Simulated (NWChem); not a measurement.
System: GeCl₄; SMILES [Cl][Ge]([Cl])([Cl])[Cl]

```xyz
5

Cl    -0.9450    -1.5214    -1.1468
Ge     0.0000     0.0001     0.0001
Cl     2.0777    -0.4237     0.1648
Cl    -0.2662     1.8793    -0.9596
Cl    -0.8664     0.0654     1.9414
```
Atoms are numbered in this order, from 1.

Geometry: optimised at PBE0/def2-SVP.

Problem. List the 4 lowest vertical singlet excitations from PBE0/def2-SVPD, TDA (NWChem).

Solution. 
| state | energy (eV) | oscillator strength | leading excitation (squared amplitude) |
|---|---|---|---|
| S1 | 5.75 | 0.000 | HOMO → LUMO (0.99) |
| S2 | 5.75 | 0.000 | HOMO−1 → LUMO (0.99) |
| S3 | 5.75 | 0.000 | HOMO−2 → LUMO (0.99) |
| S4 | 6.46 | 0.068 | HOMO−3 → LUMO (0.95) |
